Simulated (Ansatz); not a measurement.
Basis-set extrapolation for C₂H₅BO (`BC(C)=O`) (PBE0-D4/def2-TZVP geometry, frozen core, the Gaussian-basis code of Ansatz). Multiplicity 1, RHF reference.

```tsv
	def2-TZVPP	def2-QZVPP
HF	-178.223348	-178.231650
MP2 correlation	-0.669626	-0.715290
CCSD(T) correlation	-0.728084	not run
```

Energies in hartree. Use E(X) = E(∞) + A·exp(−7.88·√X) for Hartree–Fock and E(X) = E(∞) + B·X^(−2.97) for correlation, with X = 3 and 4, and add CCSD(T) minus MP2 of the smaller set to the MP2 limit.

Question: What is the CCSD(T) energy at the basis-set limit?

Answer: HF limit: -178.231650 + (-0.008302) × 0.13774 = -178.23279. MP2 limit: -0.715290 + (-0.045664) × 0.74074 = -0.74912. Higher-order term: -0.728084 − (-0.669626) = -0.05846. Total: -179.04037 hartree, 55.8 kcal/mol below CCSD(T)/def2-TZVPP.
